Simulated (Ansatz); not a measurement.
Calculated with Ansatz (gas phase, PBE0-D4/def2-TZVP geometries, no zero-point term in ΔE). CBS: def2 TZ/QZ extrapolation, frozen cores. Functionals use def2-TZVPP. B3LYP here is the variant with VWN-RPA as its local correlation; programs differ in this. Open shells (•) are unrestricted, without spin–orbit coupling. Spin–orbit coupling would lower the free atoms: a little for B, O, S. Each species was taken in one conformer, which may not be the lowest.

Consider the atomization: `OB(S)S` → B• + 3 H• + O• + 2 S•.

```
             level  ΔE (kJ/mol)  difference from CCSD(T)/CBS
            PBE-D4       2602.7                         69.8
         r2SCAN-D4       2564.8                         31.9
           PBE0-D4       2544.2                         11.3
          B3LYP-D4       2525.8                         -7.1
           ωB97X-V       2548.4                         15.5
           ωB97M-V       2560.7                         27.8
            B2PLYP       2501.0                        -31.9
               PBE       2586.8                         53.9
            r2SCAN       2561.2                         28.3
              PBE0       2530.8                         -2.1
             B3LYP       2499.6                        -33.3
     HF/def2-TZVPP       1806.8                       -726.1
    MP2/def2-TZVPP       2525.6                         -7.3
SCS-MP2/def2-TZVPP       2493.8                        -39.1
   CCSD/def2-TZVPP       2408.0                       -124.9
CCSD(T)/def2-TZVPP       2456.8                        -76.1
     HF/def2-QZVPP       1808.5                       -724.4
    MP2/def2-QZVPP       2569.6                         36.7
SCS-MP2/def2-QZVPP       2542.5                          9.6
   CCSD/def2-QZVPP       2448.5                        -84.4
CCSD(T)/def2-QZVPP       2501.1                        -31.8
      HF/CBS(def2)       1808.8                       -724.1
     MP2/CBS(def2)       2601.2                         68.3
    CCSD/CBS(def2)       2477.6                        -55.3
       CCSD(T)/CBS       2532.9                            0
```

Largest T1 diagnostic among the species: 0.014.

In def2-TZVPP, CCSD(T) changes the Hartree–Fock value by +650.0 kJ/mol (the triples alone add +48.9 kJ/mol) and MP2 by +718.9 kJ/mol; breaking electron pairs costs correlation energy, which Hartree–Fock lacks. From PBE to PBE0 (25 % exact exchange), in def2-TZVPP and without D4, ΔE moves by −56.0 kJ/mol: exact exchange takes away binding that semilocal exchange gives to molecules. The D4 term adds +26.1 kJ/mol with B3LYP and +13.4 kJ/mol with PBE0; it sums over pairs of atoms, weighted by their polarisabilities, and B3LYP, whose exchange is more repulsive, gets the larger term.

CCSD(T)/CBS has its own doubt, a few kJ/mol and more with outer-core shells, so smaller differences from it don't rank the levels.
